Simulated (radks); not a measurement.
Values are calculated unless marked as measured or tabulated.
Ionisation of As, [Ar] 3d10 4s2 4p3, to As+, [Ar] 3d10 4s2 4p2, under several functionals. Dirac Kohn-Sham, spin-unpolarised, spherical densities, point nucleus; open shells fill j = l - 1/2 first; a radial shooting solver on a logarithmic mesh with Libxc functionals.

functional                               E(As) (hartree)  Exc (hartree)  IE (eV)  -e(HOMO) (eV)  <r> HOMO (bohr)  IE error (eV)
HCTH/407                                     -2262.44075      -85.33554    9.115          5.177            2.583         -0.673
PBE                                          -2260.93798      -83.69932    8.979          5.047            2.579         -0.809
LDA (Slater exchange, VWN5 correlation)      -2257.89840      -80.60758    9.145          5.189            2.570         -0.643
Wu-Cohen GGA                                 -2260.43911      -83.19602    8.996          5.045            2.564         -0.793
RPBE                                         -2261.16610      -83.93256    8.940          5.016            2.585         -0.849

NIST Atomic Spectra Database: 9.789 eV (measured). Closest: LDA (Slater exchange, VWN5 correlation). The Delta-SCF values span 0.21 eV, the total energies 4.54 hartree. The highest occupied level is 4p3/2. Spin polarisation and multiplet splitting are left out, so open shells lie too high by an amount that depends on their filling.

Beside tabulated values, note that spin-unpolarised runs miss the spin-polarisation part of the exchange energy of open shells.
